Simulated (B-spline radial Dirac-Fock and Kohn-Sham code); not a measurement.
**X-ray lines that fill the 2p3/2 vacancy in Pr³⁺**

System: Pr³⁺, configuration [Xe] 4f2.

These are calculated numbers from a radial finite-basis atomic code; the model is independent-particle radiative and Coulomb Auger rates from relativistic LDA hole-state orbitals, with Dirac-Fock energies.

```
 line  multipole  energy (eV)  width (meV)  share (%)
   Lℓ         E1       4454.2         12.9       3.09
L3-M2         E2       4623.7       0.0937     0.0226
  Lα2         E1       5012.5         34.7       8.35
  Lα1         E1       5032.6          307       73.9
  Lβ6         E1       5651.2         3.02      0.727
 Lβ15         E1       5846.6         5.71       1.37
  Lβ2         E1       5850.2         51.1       12.3
  Lβ7         E1       5926.1        0.581      0.140
```

The listed lines hold 100.0 % of the radiative rate. The radiative width is 0.415 eV in the length form and 0.421 eV in the velocity form; the two differ because the transition energies are not eigenvalue differences of the potential that gave the orbitals.
